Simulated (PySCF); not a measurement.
NbO, SMILES [Nb]=[O] (connectivity only; charge and spin as stated), neutral, multiplicity 4. The structure is a stationary point at PBE0-D3(BJ)/def2-TZVPD. The spin state was assumed, not searched. The def2 effective core potentials stand for the cores of Nb; spin–orbit coupling is left out.

The numbers are results of PBE0-D3(BJ)/def2-TZVPD (PySCF), not measurements.

Harmonic wavenumbers (cm⁻¹): 1041. Rotational constants (GHz): 13.19 (linear); symmetry number 1.

Q: Work out the zero-point energy and the ideal-gas rigid-rotor harmonic-oscillator thermochemistry at 298.15 K and 1 atm.

A: ZPE = ½ Σ hcν = ½ × 1041 cm⁻¹ = 1.49 kcal/mol. H − E(el) = 3.58 kcal/mol. Entropy in cal/(mol K): translation 39.97, rotation 14.22, vibration 0.08, spin 2.75, total 57.03. G − E(el) = -13.42 kcal/mol. Cp = 7.29 cal/(mol K).
